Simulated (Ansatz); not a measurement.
C2H6OSi can be A, `C1C[SiH2]O1`, or B, `CC1O[SiH2]1`.

Program: Ansatz. Geometries: PBE0-D4/def2-TZVP. ΔE: electronic, gas phase. CCSD(T)/CBS adds triple-zeta CCSD(T) − MP2 to the extrapolated MP2 energy (def2 sets, frozen cores). DFT in def2-TZVPP.

A:

```xyz
10

C     1.1252    0.0627   -0.0999
C    -0.0414    0.1318    0.9138
Si   -1.0703   -0.1649   -0.6228
O     0.4299   -0.1625   -1.3503
H     1.6990    0.9908   -0.1641
H     1.8134   -0.7654    0.0885
H    -0.1496    1.0979    1.4044
H    -0.0283   -0.6560    1.6655
H    -1.8030   -1.4548   -0.7445
H    -1.9751    0.9202   -1.0905
```

B:

```xyz
10

C     0.7009   -0.1275    1.1943
C    -0.4495    0.2037    0.2934
O    -0.1606    1.2740   -0.6840
Si   -0.5167   -0.1394   -1.4839
H     1.6046   -0.3588    0.6268
H     0.4553   -0.9925    1.8154
H     0.9244    0.7153    1.8560
H    -1.3838    0.4046    0.8193
H    -1.7791   -0.1709   -2.2561
H     0.6045   -0.8084   -2.1813
```

(1) Which isomer does CCSD(T)/CBS put lower? Give the gap. (An estimate is asked.)

(2) Give E(B) − E(A) in kJ/mol with r2SCAN-D4, CCSD(T)/def2-SVP, ωB97M-V, MP2/def2-TZVPP, PBE-D4, HF/def2-TZVPP, CCSD(T)/def2-TZVPP. (An estimate is asked.)

(3) Does the order hold for the free energy at 298.15 K (harmonic terms from PBE0-D4)? (An estimate is asked.)

Largest T1 diagnostic: 0.013.

Answers

(1) Ansatz gave: A, by 76.5 kJ/mol.

(2) Computed: r2SCAN-D4 69.0, CCSD(T)/def2-SVP 74.6, ωB97M-V 78.7, MP2/def2-TZVPP 77.8, PBE-D4 64.7, HF/def2-TZVPP 94.3, CCSD(T)/def2-TZVPP 77.8. None reverses the order clearly.

(3) The calculation gave: Yes: G(B) − G(A) = +72.5 kJ/mol.

From r2SCAN to r2SCAN0 (25 % exact exchange), in def2-TZVPP and without D4, E(B) − E(A) moves by +9.2 kJ/mol. In def2-TZVPP, CCSD(T) changes the Hartree–Fock value by −16.5 kJ/mol (the triples alone add −3.8 kJ/mol) and MP2 by −16.5 kJ/mol.
